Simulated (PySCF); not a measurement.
## Spinor energies of Xe⁺ (xenon, charge +1)

Start: [Kr] 4d10 5s2 5p5; 5p1/2 filled at m_j = -1/2, +1/2; 5p3/2 filled at m_j = -1/2, +1/2, +3/2. Calculated with PySCF 2.14 in x2c-SVPall-2c with one added diffuse shell each of s, p type (7s9p4d, 54 functions): generalised Hartree-Fock with the X2C-1e Hamiltonian and a Gaussian nucleus; one run each with spin-orbit coupling (SO) switched off, then screened by Boettger's factors.

| spinor shell | electrons | ε, spin-free (eV) | ε, screened SO (eV) | weight of nominal j (screened SO) | rms radius, screened SO (bohr) |
| --- | --- | --- | --- | --- | --- |
| 1s1/2 | 2 | -34732.5 | -34728.4 | 1.000 | 0.0305 |
| 2s1/2 | 2 | -5515.1 | -5513.8 | 1.000 | 0.124 |
| 2p1/2 | 2 | -4944.2 | -5170.4 | 1.000 | 0.107 |
| 2p3/2 | 4 | -4944.2 | -4842.3 | 1.000 | 0.112 |
| 3s1/2 | 2 | -1179.9 | -1179.5 | 1.000 | 0.326 |
| 3p1/2 | 2 | -990.94 | -1035.0 | 1.000 | 0.318 |
| 3p3/2 | 4 | -990.94 | -970.79 | 1.000 | 0.330 |
| 3d3/2 | 4 | -710.67 | -718.26 | 1.000 | 0.303 |
| 3d5/2 | 6 | -710.67 | -705.10 | 1.000 | 0.305 |
| 4s1/2 | 2 | -239.69 | -239.49 | 1.000 | 0.762 |
| 4p1/2 | 2 | -177.15 | -185.89 | 1.000 | 0.798 |
| 4p3/2 | 4 | -177.15 | -172.98 | 1.000 | 0.823 |
| 4d3/2 | 4 | -82.866 | -83.948 | 0.997 | 0.946 |
| 4d5/2 | 6 | -82.866 | -81.896 | 0.998 | 0.949 |
| 5s1/2 | 2 | -36.435 | -36.373 | 1.000 | 1.97 |
| 5p1/2 | 2 | -21.544 | -22.582 | 0.930 | 2.29 |
| 5p3/2 | 3 | -21.544 | -20.982 | 0.954 | 2.39 |

```csv
quantity,spin-free,screened SO
E (hartree),-7441.14230,-7443.52209
M_J,3/2,3/2
⟨J²⟩,3.756,3.756
⟨L²⟩,2.004,2.031
⟨S²⟩,0.752,0.778
```

Each row is a mean over spinors that exchange with the open shell spreads, by up to 2.667 eV (5s1/2).

Breit and QED terms are absent; they matter most for the inner s and p1/2 levels.

Densities and radii are taken from the X2C orbitals without a picture-change correction, which distorts them close to the nucleus.

Without spin-orbit coupling the j labels of p, d and f shells carry no meaning; the spin-free column gives the mean over the occupied spinors of each nl shell.
